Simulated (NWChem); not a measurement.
**Ionisation of Sn**

```xyz
1

Sn     0.0000     0.0000     0.0000
```
Charge 0, spin multiplicity 3.

Program: NWChem.

Basis set: def2-TZVP. The species with one electron less has spin multiplicity 2. Δ marks differences of total energies (open shells unrestricted). −ε marks an orbital energy of the parent. That orbital need not have the symmetry of the hole or added electron in the Δ rows.

Effective core potentials replace the inner electrons of Sn; spin-orbit coupling is left out. B3LYP has NWChem's definition, with VWN1-RPA local correlation. The stability of the SCF solutions was not checked.

**Question.** For the first vertical ionisation energy, −ε(alpha HOMO) of PBE gives 4.10 eV and −ε(alpha HOMO) of B3LYP gives 4.72 eV. What do −ε(alpha HOMO) of PBE0, ΔB3LYP, G0W0@PBE0 give?

**Answer.** −ε(alpha HOMO) of PBE0: 5.02 eV; ΔB3LYP: 7.27 eV; G0W0@PBE0: 7.01 eV.
